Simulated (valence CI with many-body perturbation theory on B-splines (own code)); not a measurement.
# E1 line list for Yb55+

Calculated by relativistic CI+MBPT: five valence electrons over a frozen Dirac-Fock core [Ne], radial functions for each j: 11 s, 11 p, 10 d, 8 f, 5 g, 2 h, with the one-electron correlation potential Σ1 (screened to all orders), the two-electron term Σ2, the three-electron term Σ3, Breit, model QED; selected single and double excitations, second order for the rest, scaled by the run's own slope (own B-spline code, finite nucleus).

No measured spectrum was set against this ion. As an estimate, large intervals hold to a few tenths of a per cent, small ones and those within an open d or f shell to about a per cent. Among the levels kept, up to 3000 cm⁻¹ of a level comes from second order outside the variational space, and about a tenth of that is noise between levels of different J, which matters for small intervals.

Lines 1 to 50 of 558 in falling wavelength, among levels below 1133.1 eV, chosen from the strongest by gf and those to the six lowest levels. Wavelengths and rates use the calculated energies. Electric multipoles are in the length gauge, E1 and E2 with the static RPA response of the core. Weak lines are less certain than strong ones. Lines between different terms over intervals too small for the method are left out, as are lines whose strength nearly cancels. The highest levels of a list are the least certain.

Levels are named by their leading jj configuration (3d3/2^4 stands for four electrons in 3d with j = 3/2), which in mixed levels can hold well under half, so a name can repeat and another be missing. Letters in brackets count levels of one name in rising energy.

```
λ vac (nm)                               Upper                               Lower   A (s⁻¹)  log gf  Branch %
     21.82          (3s^2 3p1/2 3p3/2^2) J=5/2          (3s^2 3p1/2^2 3d3/2) J=3/2  7.52e+06   -3.49      19.0
     10.81      (3s 3p1/2 3p3/2 3d3/2^2) J=9/2          (3s^2 3p3/2 3d3/2^2) J=7/2  4.80e+09   -1.08       1.2
     10.40          (3s 3p1/2^2 3d3/2^2) J=5/2          (3s^2 3p1/2 3d3/2^2) J=3/2  5.52e+09   -1.27       7.5
     9.688      (3s 3p1/2^2 3p3/2 3d3/2) J=7/2  (3s^2 3p1/2 3p3/2 3d3/2) J=5/2 [b]  6.35e+09   -1.15      18.6
     9.331      (3s 3p1/2^2 3d3/2 3d5/2) J=9/2  (3s^2 3p1/2 3d3/2 3d5/2) J=7/2 [b]  1.19e+10   -0.81       4.2
     9.039      (3s 3p1/2 3p3/2^2 3d3/2) J=9/2          (3s^2 3p3/2^2 3d3/2) J=7/2  9.45e+09   -0.94       1.9
     8.857       (3p1/2^2 3p3/2^2 3d3/2) J=7/2  (3s 3p1/2 3p3/2^2 3d3/2) J=5/2 [e]  5.17e+09   -1.31       0.3
     8.783          (3s 3p1/2^2 3d3/2^2) J=1/2          (3s^2 3p1/2 3d3/2^2) J=1/2  2.04e+10   -1.33      26.0
     8.586  (3s 3p1/2 3p3/2^2 3d3/2) J=5/2 [c]      (3s^2 3p3/2^2 3d3/2) J=3/2 [b]  6.73e+09   -1.35       0.4
     8.497      (3s 3p1/2^2 3p3/2 3d5/2) J=9/2      (3s^2 3p1/2 3p3/2 3d5/2) J=9/2  9.03e+09   -1.01      28.7
     8.490  (3s 3p1/2^2 3p3/2 3d5/2) J=7/2 [a]  (3s^2 3p1/2 3p3/2 3d5/2) J=7/2 [b]  5.77e+09   -1.30       2.2
     8.463  (3s 3p1/2^2 3p3/2 3d5/2) J=7/2 [a]  (3s^2 3p1/2 3p3/2 3d5/2) J=5/2 [b]  8.49e+09   -1.14       3.2
     8.341          (3s 3p1/2^2 3p3/2^2) J=5/2          (3s^2 3p1/2 3p3/2^2) J=5/2  8.23e+09   -1.29       3.5
     8.150          (3s 3p1/2^2 3d3/2^2) J=3/2          (3s^2 3p1/2 3d3/2^2) J=5/2  1.49e+10   -1.23      22.7
     8.121     (3s 3p1/2 3p3/2^2 3d5/2) J=11/2          (3s^2 3p3/2^2 3d5/2) J=9/2  1.77e+10   -0.68       7.3
     7.982  (3s 3p1/2^2 3d3/2 3d5/2) J=7/2 [a]  (3s^2 3p1/2 3d3/2 3d5/2) J=5/2 [a]  1.02e+10   -1.11       4.9
     7.975      (3s 3p1/2^2 3p3/2 3d3/2) J=7/2      (3s^2 3p1/2 3p3/2 3d3/2) J=7/2  1.19e+10   -1.04      34.8
     7.971          (3s 3p1/2^2 3d5/2^2) J=9/2          (3s^2 3p1/2 3d5/2^2) J=9/2  1.49e+10   -0.85       4.1
     7.951  (3s 3p1/2 3p3/2^2 3d5/2) J=7/2 [e]      (3s^2 3p3/2^2 3d5/2) J=5/2 [b]  1.44e+10   -0.96       0.9
     7.912          (3s 3p1/2^2 3d5/2^2) J=9/2          (3s^2 3p1/2 3d5/2^2) J=7/2  2.94e+10   -0.56       8.0
     7.904  (3s 3p1/2 3p3/2^2 3d5/2) J=9/2 [b]          (3s^2 3p3/2^2 3d5/2) J=7/2  1.74e+10   -0.79       4.7
     7.875  (3s 3p1/2^2 3p3/2 3d3/2) J=5/2 [a]  (3s^2 3p1/2 3p3/2 3d3/2) J=5/2 [a]  1.21e+10   -1.17      34.7
     7.845      (3s 3p1/2^2 3p3/2 3d5/2) J=9/2  (3s^2 3p1/2 3p3/2 3d5/2) J=7/2 [a]  2.23e+10   -0.69      70.8
     7.833  (3s 3p1/2^2 3d3/2 3d5/2) J=3/2 [a]      (3s^2 3p1/2 3d3/2 3d5/2) J=1/2  1.37e+10   -1.30       5.4
     7.814          (3s 3p1/2^2 3d5/2^2) J=5/2          (3s^2 3p1/2 3d5/2^2) J=5/2  1.97e+10   -0.96       4.5
     7.796  (3s 3p1/2^2 3p3/2 3d5/2) J=5/2 [a]  (3s^2 3p1/2 3p3/2 3d5/2) J=5/2 [a]  1.38e+10   -1.12       4.7
     7.795          (3s 3p1/2^2 3d5/2^2) J=5/2          (3s^2 3p1/2 3d5/2^2) J=3/2  2.45e+10   -0.87       5.5
     7.794  (3s 3p1/2^2 3d3/2 3d5/2) J=7/2 [a]  (3s^2 3p1/2 3d3/2 3d5/2) J=7/2 [a]  1.74e+10   -0.90       8.3
     7.761          (3s 3p1/2^2 3p3/2^2) J=5/2          (3s^2 3p1/2 3p3/2^2) J=3/2  1.31e+10   -1.15       5.5
     7.749  (3s 3p1/2^2 3d3/2 3d5/2) J=3/2 [a]  (3s^2 3p1/2 3d3/2 3d5/2) J=3/2 [a]  1.35e+10   -1.31       5.3
     7.736  (3s 3p1/2^2 3d3/2 3d5/2) J=5/2 [a]  (3s^2 3p1/2 3d3/2 3d5/2) J=5/2 [a]  1.31e+10   -1.15       5.6
     7.730            (3s 3p1/2 3p3/2^3) J=5/2                (3s^2 3p3/2^3) J=3/2  1.39e+10   -1.13       1.8
     7.709       (3p1/2^2 3p3/2^2 3d3/2) J=7/2  (3s 3p1/2 3p3/2^2 3d3/2) J=7/2 [c]  1.77e+10   -0.90       1.2
     7.670          (3s 3p1/2^2 3d3/2^2) J=5/2          (3s^2 3p1/2 3d3/2^2) J=5/2  1.82e+10   -1.02      24.6
     7.628  (3s 3p1/2^2 3p3/2 3d5/2) J=5/2 [a]  (3s^2 3p1/2 3p3/2 3d5/2) J=3/2 [a]  1.97e+10   -0.99       6.7
     7.626  (3s 3p1/2^2 3p3/2 3d5/2) J=7/2 [b]  (3s^2 3p1/2 3p3/2 3d5/2) J=5/2 [b]  8.23e+09   -1.24       1.0
     7.573          (3s 3p1/2^2 3p3/2^2) J=1/2          (3s^2 3p1/2 3p3/2^2) J=1/2  2.86e+10   -1.31       6.3
     7.569      (3s 3p1/2^2 3d3/2 3d5/2) J=9/2      (3s^2 3p1/2 3d3/2 3d5/2) J=9/2  1.79e+10   -0.81       6.3
     7.565          (3s 3p1/2^2 3d5/2^2) J=1/2          (3s^2 3p1/2 3d5/2^2) J=1/2  4.60e+10   -1.10       8.8
     7.560  (3s 3p1/2^2 3d3/2 3d5/2) J=5/2 [a]  (3s^2 3p1/2 3d3/2 3d5/2) J=7/2 [a]  1.33e+10   -1.17       5.7
     7.536  (3s 3p1/2 3p3/2^2 3d3/2) J=5/2 [c]          (3s^2 3p3/2^2 3d3/2) J=5/2  9.33e+09   -1.32       0.5
     7.510  (3s 3p1/2 3p3/2^2 3d5/2) J=3/2 [a]          (3s^2 3p3/2^2 3d5/2) J=1/2  1.33e+10   -1.35       1.5
     7.493  (3s 3p1/2^2 3p3/2 3d5/2) J=3/2 [b]      (3s^2 3p1/2 3p3/2 3d5/2) J=1/2  1.74e+10   -1.23       1.7
     7.447  (3s 3p1/2 3p3/2^2 3d3/2) J=7/2 [c]          (3s^2 3p3/2^2 3d3/2) J=7/2  1.72e+10   -0.94       0.8
     7.372  (3s 3p1/2^2 3p3/2 3d5/2) J=3/2 [a]  (3s^2 3p1/2 3p3/2 3d5/2) J=5/2 [a]  2.23e+10   -1.14       9.7
     7.364  (3s 3p1/2 3p3/2^2 3d5/2) J=7/2 [d]      (3s^2 3p3/2^2 3d5/2) J=5/2 [a]  1.81e+10   -0.93       1.0
     7.342  (3s 3p1/2^2 3d3/2 3d5/2) J=5/2 [b]  (3s^2 3p1/2 3d3/2 3d5/2) J=3/2 [a]  1.02e+10   -1.31       3.8
     7.332  (3s 3p1/2^2 3p3/2 3d5/2) J=3/2 [b]  (3s^2 3p1/2 3p3/2 3d5/2) J=3/2 [b]  2.18e+10   -1.15       2.2
     7.302          (3s 3p1/2^2 3d5/2^2) J=3/2          (3s^2 3p1/2 3d5/2^2) J=5/2  3.64e+10   -0.93       8.1
     7.219  (3s 3p1/2^2 3d3/2 3d5/2) J=7/2 [b]      (3s^2 3p1/2 3d3/2 3d5/2) J=9/2  3.26e+10   -0.69      12.1
```

(1) How does gf follow from A for the line at 8.783 nm?

Results:

(1) gf = 1.4992 × (2J+1)_upper × A / σ², with σ = 1138602 cm⁻¹ and 2J+1 = 2: gf = 0.0471.
